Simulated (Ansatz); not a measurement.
`[CH3][Al]([Cl])[Br]` and `[CH3][Al]([CH3])[Cl]` differ in one atom or group.

Ansatz, PBE0-D4/def2-TZVP geometries, multiplicity 1. 

Scalar relativity is left out up to krypton.

| property | `[CH3][Al]([Cl])[Br]` |
| --- | --- |
| LUMO energy (B3LYP/def2-TZVPP) / eV | -1.21 |
| HOMO–LUMO gap (B3LYP/def2-TZVPP) / eV | 7.05 |
| HOMO–LUMO gap (ωB97M-V/def2-TZVPP) / eV | 11.39 |
| HOMO energy (PBE/def2-TZVPP) / eV | -7.24 |
| HOMO energy (ωB97M-V/def2-TZVPP) / eV | -10.73 |
| HOMO energy (B3LYP/def2-TZVPP) / eV | -8.26 |

Question: Give the same properties after the change, and the shifts. (An estimate is asked.)

Answer: Computed: 
```
                               property  `[CH3][Al]([CH3])[Cl]`  shift
    LUMO energy (B3LYP/def2-TZVPP) / eV                   -0.85   0.36
  HOMO–LUMO gap (B3LYP/def2-TZVPP) / eV                    6.83  -0.22
HOMO–LUMO gap (ωB97M-V/def2-TZVPP) / eV                   11.08  -0.31
      HOMO energy (PBE/def2-TZVPP) / eV                   -6.62   0.62
  HOMO energy (ωB97M-V/def2-TZVPP) / eV                  -10.11   0.62
    HOMO energy (B3LYP/def2-TZVPP) / eV                   -7.68   0.58
```

With PBE0 the HOMO rises by 0.63 eV and the LUMO rises by 0.39 eV, so the gap narrows by about 0.24 eV. PBE moves the HOMO by 0.62 eV and ωB97M-V by 0.62 eV.

B3LYP here is the variant with VWN-RPA as its local correlation; programs differ in this.

Spin–orbit coupling is left out; it splits and shifts lone-pair levels of the heavy atoms by tenths of an eV.
